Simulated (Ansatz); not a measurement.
`F[Si]1([SeH])CO1` + H₂O → `O[Si]1(F)CO1` + H₂Se  (formal hydrolysis of the Si–Se bond)

Computed with Ansatz on PBE0-D4/def2-TZVP structures; ΔE is electronic, products minus reactants. CCSD(T)/CBS is the MP2 limit (def2-TZVPP, def2-QZVPP) plus CCSD(T) − MP2 in def2-TZVPP, frozen cores. This one scheme is used for every species. DFT in def2-TZVPP. For Se outer-core shells are correlated without core-valence functions, which leaves a few kJ/mol of doubt a bond. Scalar relativity is left out up to krypton. One conformer a species, not always the lowest.

CCSD(T)/CBS gives -41.6 kJ/mol.

(1) Another level gave -47.9 kJ/mol. Which?
A. PBE0/def2-TZVPP
B. PBE/def2-TZVPP
C. CCSD(T)/def2-TZVPP
D. HF/def2-TZVPP

Largest T1 diagnostic among the species: 0.013.

## Answers

(1) C. CCSD(T)/def2-TZVPP -47.9, PBE -34.2, PBE0 -39.2, HF/def2-TZVPP -68.3 kJ/mol.

In def2-TZVPP, CCSD(T) changes the Hartree–Fock value by +20.4 kJ/mol (the triples alone add +3.9 kJ/mol) and MP2 by +25.5 kJ/mol. The D4 term adds +5.9 kJ/mol with B3LYP and +3.2 kJ/mol with PBE0; it sums over pairs of atoms, weighted by their polarisabilities, and B3LYP, whose exchange is more repulsive, gets the larger term.

B3LYP here is the variant with VWN-RPA as its local correlation; programs differ in this.
